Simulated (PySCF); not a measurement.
BClFH.

```xyz
4

B     -0.5310     0.5766     0.0000
H     -1.7035     0.7788     0.0000
F      0.3143     1.5787     0.0000
Cl     0.0900    -1.0512     0.0000
```
Charge 0, spin multiplicity 1.

Geometry: PBE0-D3(BJ)/def2-TZVP.

Level of theory: KT2/pcSseg-2 (PySCF). Non-relativistic, no solvent.

Computed absolute GIAO shielding of each atom: isotropic value and principal components (ppm):
```tsv
atom	σ(iso)	σ11	σ22	σ33	span
B1	59.6	29.4	67.5	81.8	52.4
H2	25.8	23.0	24.2	30.2	7.2
F3	164.2	-21.2	118.7	395.1	416.2
Cl4	719.1	398.7	845.7	912.8	514.2
```
